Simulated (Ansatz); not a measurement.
C2H7NSSi can be A, `C=CS[SiH2]N`, or B, `C=C(N)S[SiH3]`.

Calculated with Ansatz (gas phase, PBE0-D4/def2-TZVP geometries, no zero-point term in ΔE). CBS: MP2 limit from def2 TZ/QZ plus the TZ coupled-cluster correction, frozen cores. Functionals use def2-TZVPP. B3LYP here is the variant with VWN-RPA as its local correlation; programs differ in this. One conformer a species, not always the lowest.

A:

```xyz
12

C     0.053    2.504   -0.669
C    -0.400    1.257   -0.656
S    -1.204    0.529    0.728
Si   -0.576   -1.507    0.467
N     1.058   -1.901    0.780
H     0.482    2.921   -1.572
H    -0.001    3.142    0.206
H    -0.339    0.637   -1.547
H    -0.822   -1.857   -0.955
H    -1.442   -2.244    1.416
H     1.761   -1.679    0.092
H     1.430   -1.803    1.712
```

B:

```xyz
12

C    -1.8408    1.0846    0.1437
C    -0.7820    0.3128    0.3899
N    -0.7637   -1.0734    0.3292
S     0.7864    1.0401    0.7818
Si    2.0321   -0.1168   -0.5261
H    -1.7416    2.1573    0.0738
H    -2.8222    0.6475   -0.0037
H    -0.2548   -1.5169    1.0797
H    -1.6695   -1.4931    0.1781
H     3.3359    0.5937   -0.4898
H     1.4818   -0.1266   -1.9027
H     2.2384   -1.5091   -0.0537
```

Problem. Which is lower in electronic energy at CCSD(T)/CBS, and by how much? (An estimate is asked.)

Solution. The calculation gave: A, by 97.4 kJ/mol.

Problem. Give E(B) − E(A) in kJ/mol with B3LYP-D4, MP2/def2-TZVPP, PBE-D4, PBE0-D4, B2PLYP, r2SCAN-D4, ωB97M-V. (An estimate is asked.)

Solution. Ansatz gave: B3LYP-D4 90.0, MP2/def2-TZVPP 95.1, PBE-D4 81.1, PBE0-D4 84.8, B2PLYP 95.3, r2SCAN-D4 88.5, ωB97M-V 92.0. None reverses the order clearly.

Largest T1 diagnostic: 0.012.

From PBE to PBE0 (25 % exact exchange), in def2-TZVPP and without D4, E(B) − E(A) moves by +3.3 kJ/mol. The D4 term adds −3.8 kJ/mol with B3LYP and −1.8 kJ/mol with PBE0; it sums over pairs of atoms, weighted by their polarisabilities, and B3LYP, whose exchange is more repulsive, gets the larger term.
